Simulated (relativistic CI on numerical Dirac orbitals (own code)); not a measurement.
Calculated at this level of theory: Dirac-Coulomb-Breit CI, orbitals from a KLI potential per configuration, QED by a radiative potential, unscaled Slater integrals (own radial code, finite nucleus).

The strongest absorption lines from the ground level of an ion, among the configurations computed and to levels below about 2440 eV (vacuum wavelength in nm, gf): 0.51844 (0.12), 0.52298 (0.063), 0.67362 (0.002), 0.71242 (0.044), 0.72422 (0.32), 0.74050 (0.23), 5.6629 (0.5), 12.304 (0.049).

Q: Which ion is it?
A. Cd XXXVII
B. Ba XLV
C. Nd XLIX
D. Ba XLVII

A: B. Ba XLV has 12 electrons and the ground level 3s2 1S_0; the strongest line goes to 3s 3p 1P°_1. The pattern of lines fixes the number of electrons, and along that sequence the line energies rise steadily with the charge (about as its square where n changes within one kind of shell, about linearly where n is kept but much faster in heavy ions where fine structure, which grows about as Z⁴, sets the gap, and irregularly where shells cross), which fixes Z. Configurations outside the model, such as inner-shell arrays, can give stronger lines. At this charge energies of transitions that change n are usually good to better than 1 %, and those within a shell (Δn = 0) to a few per cent.

LS names give the leading component of a level, which can be under half, so a name can repeat, a term be missing and a line seem to break the LS rules.
